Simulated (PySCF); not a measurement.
## Spinor energies of I (iodine, neutral)

Start: [Kr] 4d10 5s2 5p5; 5p1/2 filled at m_j = -1/2, +1/2; 5p3/2 filled at m_j = -1/2, +1/2, +3/2. Calculated with PySCF 2.14 in x2c-TZVPall-2c: generalised Hartree-Fock with the X2C-1e Hamiltonian and a Gaussian nucleus; one run each with spin-orbit coupling (SO) switched off, then screened by Boettger's factors. This is a chosen level, not necessarily the ground level.

```tsv
spinor shell	electrons	ε, spin-free (eV)	ε, screened SO (eV)	weight of nominal j (screened SO)	rms radius, screened SO (bohr)
1s1/2	2	-33334.0	-33330.2	1.000	0.0311
2s1/2	2	-5249.9	-5248.7	1.000	0.127
2p1/2	2	-4704.9	-4912.6	1.000	0.109
2p3/2	4	-4704.9	-4611.2	1.000	0.115
3s1/2	2	-1102.3	-1101.9	1.000	0.334
3p1/2	2	-921.45	-961.59	1.000	0.327
3p3/2	4	-921.45	-903.07	1.000	0.338
3d3/2	4	-651.11	-658.08	1.000	0.311
4s1/2	2	-211.00	-210.82	1.000	0.787
4p1/2	2	-151.78	-159.63	1.000	0.826
4p3/2	4	-151.78	-148.04	1.000	0.855
4d3/2	4	-62.616	-63.612	0.998	0.988
4d5/2	6	-62.616	-61.720	0.999	0.999
5s1/2	2	-23.817	-23.758	1.000	2.14
5p1/2	2	-10.903	-11.678	0.908	2.58
5p3/2	3	-10.903	-10.473	0.939	2.68
```

Where does 3d5/2 lie, and what is the 3d spin-orbit splitting (screened SO)?

At -646.02 eV, 12.062 eV above 3d3/2.

```
   quantity    spin-free  screened SO
E (hartree)  -7111.65179  -7113.79819
        M_J          3/2          3/2
       ⟨J²⟩        3.762        3.762
       ⟨L²⟩        2.009        2.036
       ⟨S²⟩        0.753        0.780
```

Each row is a mean over spinors that exchange with the open shell spreads, by up to 2.377 eV (5s1/2).

Breit and QED terms are absent; they matter most for the inner s and p1/2 levels.

Densities and radii are taken from the X2C orbitals without a picture-change correction, which distorts them close to the nucleus.

Without spin-orbit coupling the j labels of p, d and f shells carry no meaning; the spin-free column gives the mean over the occupied spinors of each nl shell.
